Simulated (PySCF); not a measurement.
Species: C7H9N2 (charge +1).
SMILES with atom numbers: `[CH:1]#[C:2]/[C:3]([CH:4]=[NH2+:5])=[CH:6]/[CH:7]=[CH:8]/[NH2:9]` (hydrogens: H10 on C1; H11 on C4; H12, H13 on N5; H14 on C6; H15 on C7; H16 on C8; H17, H18 on N9)

Theory: PySCF, B3LYP/def2-SV(P) geometry optimisation, gas phase.

Question: What internal coordinates does the optimisation give?

Answer: 
```
          bond  length (pm)
         C1≡C2        121.4
         C2–C3        143.3
         C3–C4        140.7
         C4=N5        132.2
         C3=C6        141.5
         C6–C7        139.7
         C7=C8        139.4
         C8–N9        132.8
        C1–H10        107.7
        C4–H11        109.4
        N5–H12        102.2
        N5–H13        101.7
        C6–H14        109.7
        C7–H15        109.6
        C8–H16        109.6
N9–H17, N9–H18        101.8
```

Bonds in one row agree within 1 pm and their mean is given. A selection of angles:
```
    angle  degrees
 C1–C2–C3    178.1
 C2–C3–C4    118.1
 C2–C3–C6    119.9
 C4–C3–C6    122.1
 C3–C4–N5    124.0
 C3–C6–C7    129.9
 C6–C7–C8    119.6
 C7–C8–N9    125.8
H12–N5–C4    120.2
H13–N5–C4    121.6
H17–N9–C8    121.3
H18–N9–C8    121.8
```

Dihedral angles: C2–C3–C4–N5 0° (synperiplanar); C2–C3–C6–C7 180° (antiperiplanar); C3–C6–C7–C8 180° (antiperiplanar); C6–C7–C8–N9 180° (antiperiplanar).

C8 (vinylic carbon bearing nitrogen) is planar (angles 125.8°, 119.2° and 115.0°, sum 360.0°, 0.00 Å off the plane of its three neighbours). N5 (nitrogen bonded to C and 2 H) is planar (angles 121.6°, 120.2° and 118.2°, sum 360.0°, 0.00 Å off the plane of its three neighbours). C3 (fully substituted alkene carbon) is planar (angles 122.1°, 119.9° and 118.1°, sum 360.0°, 0.00 Å off the plane of its three neighbours). The C–C distances run from 1.214 Å (C1≡C2, drawn triple in a drawing that doesn't fit all lengths) to 1.433 Å (C2–C3, drawn single in a drawing that doesn't fit all lengths), a spread of 0.219 Å. The 9 heavy atoms lie in one plane (0.001 Å rms). C4 (C=N carbon) is planar (angles 124.0°, 120.4° and 115.5°, sum 360.0°, 0.00 Å off the plane of its three neighbours). C6 (alkene CH carbon) is planar (angles 129.9°, 116.1° and 114.1°, sum 360.0°, 0.00 Å off the plane of its three neighbours).

Point group: Cs (every atom within 0.08 Å of its image). Whether it is a minimum is left open (no frequencies). Geometry: B3LYP/def2-SV(P), one conformer, isolated ion.

On an Arm Neoverse V1 with one thread, on a shared host, this took 44 s wall and 0.59 GiB of memory at its peak. These figures are those of the optimisation.
